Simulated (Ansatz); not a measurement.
`C#C[Si](F)(F)[GaH2]` + CH₄ → `C#C[Si](C)(F)F` + `[GaH3]`  (formal exchange of groups at the Si–Ga bond)

Isolated molecules relaxed with PBE0-D4/def2-TZVP in Ansatz; ΔE leaves out vibrations. CBS: MP2 limit from def2 TZ/QZ plus the TZ coupled-cluster correction, frozen cores. This one scheme is used for every species. Functionals use def2-TZVPP. B3LYP here is the variant with VWN-RPA as its local correlation; programs differ in this. For Ga outer-core shells are correlated without core-valence functions, which leaves a few kJ/mol of doubt a bond. Scalar relativity is left out up to krypton.

CCSD(T)/CBS gives -5.4 kJ/mol.

Another level gave -9.4 kJ/mol. Which?
A. LC-ωPBE/def2-TZVPP
B. B3LYP-D4/def2-TZVPP
C. BHLYP-D4/def2-TZVPP
D. BLYP/def2-TZVPP

A. LC-ωPBE -9.4, BHLYP-D4 -5.2, BLYP 4.9, B3LYP-D4 -0.2 kJ/mol.

Largest T1 diagnostic among the species: 0.013.

Leaving LDA and LC-ωPBE aside and taking each functional with its dispersion term where it has one, the values, not all of them listed here, spread over 20.0 kJ/mol, from B97M-V to PBE-D4. LDA lies −10.1 kJ/mol from PBE without D4. In def2-TZVPP, CCSD(T) changes the Hartree–Fock value by +8.4 kJ/mol (the triples alone add +1.5 kJ/mol) and MP2 by +5.5 kJ/mol. From BLYP to BHLYP (50 % exact exchange), in def2-TZVPP and without D4, ΔE moves by −14.1 kJ/mol.

CCSD(T)/CBS has its own doubt, a few kJ/mol and more with outer-core shells, so smaller differences from it don't rank the levels.
